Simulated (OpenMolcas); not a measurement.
5d along the 69-electron sequence

```yaml
Program: OpenMolcas 26.06
Method: CASSCF
Basis: ANO-RCC-VQZP
Scalar_Hamiltonian: DKH2, point nucleus
Spin-orbit_coupling: RASSI with atomic mean-field integrals over the reference wave functions, term energies averaged over their components
```

Active space for each ion: 1 electron in 5 orbitals (5d).

Computed levels in cm-1 above ²D_3/2:

| Level | Hf3+ | Ta4+ | W5+ | Re6+ | Os7+ |
| --- | --- | --- | --- | --- | --- |
| ²D_5/2 | 4990 | 6777 | 8627 | 10783 | 13070 |
| weight of ²D in the lowest level (%) | 100 | 100 | 100 | 100 | 100 |

Measured, with the error of the calculation in %. Measured levels: W5+ from the list in J. Phys. B 45, 035002 (2012).

```
 Level          W5+
²D_5/2  8709 (-1.0)
```

The fine-structure level ²D_5/2 changes by a factor of 2.62 from Hf3+ to Os7+. Its fourth root runs 8.40, 9.07, 9.64, 10.19, 10.69, with steps per unit of Z of 0.67, 0.56, 0.55, 0.50; equal steps would mean a (Z - σ)^4 law with constant σ.

With one active electron the reference holds no correlation, so core polarisation is missing. Measured partners are found by configuration, term and J. A level has none where our copy of the source lacks it or the pairing is in doubt (some pairs that miss far off the trend of their configuration count as doubtful), and it then counts in no deviation. Levels of configurations outside the active space are missing.
